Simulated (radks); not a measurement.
All-electron atom: Os2+ in [Xe] 4f14 5d5 7d1 (not the ground configuration).

Method: scalar-relativistic Kohn-Sham, BLYP, spin-polarised, spherical densities, point nucleus; open shells are filled with parallel spins first (spin-orbit coupling, left out, can overturn this in heavy ions); computed with a radial shooting solver on a logarithmic mesh with Libxc functionals.

Energy parts (eV):
total: -469483.62
kinetic: 520515.04
electron-nucleus: -1161719.26
Hartree: 180931.35
exchange-correlation: -9210.75

Orbitals (lengths in bohr, moments of r in powers of bohr; <r^-3> diverges for s and p1/2):
orbital  occ.  eigenvalue (eV)  <r^-3>
1s up       1        -73914.97       -
1s down     1        -73914.98       -
2s up       1        -12895.03       -
2s down     1        -12894.71       -
2p up       3        -11230.83   21910
2p down     3        -11230.58   21910
3s up       1        -3020.959       -
3s down     1        -3020.851       -
3p up       3        -2532.461    4937
3p down     3        -2532.339    4937
3d up       5        -1987.112   626.0
3d down     5        -1986.890   626.0
4s up       1        -658.3104       -
4s down     1        -657.9991       -
4p up       3        -498.1057    1164
4p down     3        -497.8145    1163
4d up       5        -299.3776   127.3
4d down     5        -299.0383   127.3
4f up       7         -78.6421   22.89
4f down     7         -78.0715   23.04
5s up       1        -118.9844       -
5s down     1        -116.5657       -
5p up       3         -78.2707   180.9
5p down     3         -75.2674   185.6
5d up       5         -32.2467   11.21
5d down     0         -29.0338   11.00
7d up       1          -5.7069  0.6095

The highest occupied level is 7d up at -5.707 eV. The configuration is held as typed, so some empty levels lie below it. Summed over all electrons, <r^2> = 115.6 bohr^2, which gives a Langevin (diamagnetic) susceptibility term of -91.5 x 10^-6 cm^3/mol. The density falls to 0.001 e/bohr^3 at r = 3.61 bohr.
